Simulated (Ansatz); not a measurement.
`CC[SiH](F)Br` and `F[SiH](Br)N[SiH3]` differ in one atom or group.

Ansatz, PBE0-D4/def2-TZVP geometries, multiplicity 1. Each molecule was computed in one conformer, which needn't be the lowest.

Scalar relativity is left out up to krypton.

```
                                      property  `CC[SiH](F)Br`
            HOMO energy (PBE0/def2-TZVPP) / eV           -8.36
          HOMO–LUMO gap (PBE0/def2-TZVPP) / eV            8.78
         LUMO energy (ωB97M-V/def2-TZVPP) / eV            2.16
size of the dipole moment (PBE/def2-TZVPP) / D            2.18
         HOMO–LUMO gap (B3LYP/def2-TZVPP) / eV            8.30
       HOMO–LUMO gap (ωB97M-V/def2-TZVPP) / eV           12.73
```

Question: What does the change do to each property? (Best estimate.)

Answer: Ansatz gave: 
| property | `F[SiH](Br)N[SiH3]` | shift |
| --- | --- | --- |
| HOMO energy (PBE0/def2-TZVPP) / eV | -8.21 | 0.15 |
| HOMO–LUMO gap (PBE0/def2-TZVPP) / eV | 8.15 | -0.63 |
| LUMO energy (ωB97M-V/def2-TZVPP) / eV | 1.54 | -0.62 |
| size of the dipole moment (PBE/def2-TZVPP) / D | 1.80 | -0.38 |
| HOMO–LUMO gap (B3LYP/def2-TZVPP) / eV | 7.68 | -0.62 |
| HOMO–LUMO gap (ωB97M-V/def2-TZVPP) / eV | 12.02 | -0.71 |

With PBE0 the HOMO rises by 0.15 eV and the LUMO falls by 0.47 eV, so the gap narrows by about 0.62 eV. PBE moves the HOMO by 0.23 eV and ωB97M-V by 0.09 eV. Dipoles are sizes alone; their direction can turn.

B3LYP here is the variant with VWN-RPA as its local correlation; programs differ in this.

Spin–orbit coupling is left out; it splits and shifts lone-pair levels of the heavy atoms by tenths of an eV.
